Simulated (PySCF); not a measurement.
## Ionisation energy of Nb²³⁺ by level of theory

Nb²³⁺ [Ar] (1S) → Nb²⁴⁺ [Ne] 3s2 3p5 (2P), as a difference of total energies. All numbers are calculated (PySCF 2.14, scalar relativity by spin-free X2C-1e, in an uncontracted even-tempered set (18 s from 2.7 bohr⁻², ratio 2.5; 12 p from 3.5 bohr⁻², ratio 2.5; 5 d from 18 bohr⁻², ratio 2.7; 4 f from 27 bohr⁻², ratio 2.7)). Correlated levels: outer shells: 1s2 frozen; virtual orbitals above 40 to 60 times the deepest correlated orbital energy dropped. The calculations carry no spin-orbit coupling.

| method | ionisation energy (eV) |
| --- | --- |
| UHF | 1182.7 |
| LDA | 1184.1 |
| PBE | 1184.0 |
| PBE0 | 1184.2 |
| r2SCAN | 1184.7 |
| PBEsol | 1183.8 |
| M06-L | 1184.7 |
| MP2 (outer shells) | 1183.6 |
| SCS-MP2 (outer shells) | 1183.4 |

A first-order spin-orbit estimate (lowest level to lowest level, LS coupling) adds -6.644 eV.

Breit and QED terms and the two-electron picture change are absent.

For comparison: 1176 ± 4 eV (semi-empirical (NIST evaluation); NIST Atomic Spectra Database, ionization energies).
